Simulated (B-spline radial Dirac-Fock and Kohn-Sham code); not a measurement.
Model: ΔSCF Dirac-Fock with Breit, self-energy and vacuum polarisation, finite nucleus, configuration average. Program: a radial B-spline solver. K edges are those of the screened (neutral excited atom) model, which lie within a few eV to tens of eV of tabulated edges.

An X-ray tube with a platinum target emits Kα1 at 66826.4 eV and Kβ1 at 75738.8 eV. K edges of lighter neighbours: Ta 67409.2 eV, W 69519.7 eV, Re 71672.4 eV, Os 73867.3 eV, Ir 76106.1 eV.

Q: Which of these can serve as a Kβ filter, and which fluoresce under Kα1?

A: A Kβ filter needs its edge between the two lines: Ta, W, Re, Os. Kα1 excites none of their K shells.

Values without a named source are computed, but for edge energies of neutral atoms, which are taken from tables.
